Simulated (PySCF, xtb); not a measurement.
Si(H)2(OMe)(SMe) (C2H8OSSi), SMILES CO[SiH2]SC.

GFN2-xTB (xtb 6.7.1) at its own geometry gives an orbital gap of 4.31 eV and a dipole moment of 1.89 D.

The structure is a stationary point at PBE-D3(BJ)/def2-SVP. The values are those of a single conformer.

Task: What does B3LYP/def2-TZVP run with PySCF give? (The exact figures need the calculation; the answer reports its results.)

Result: gap 6.89 eV (levels -6.84 and 0.04 eV), dipole 2.27 D.
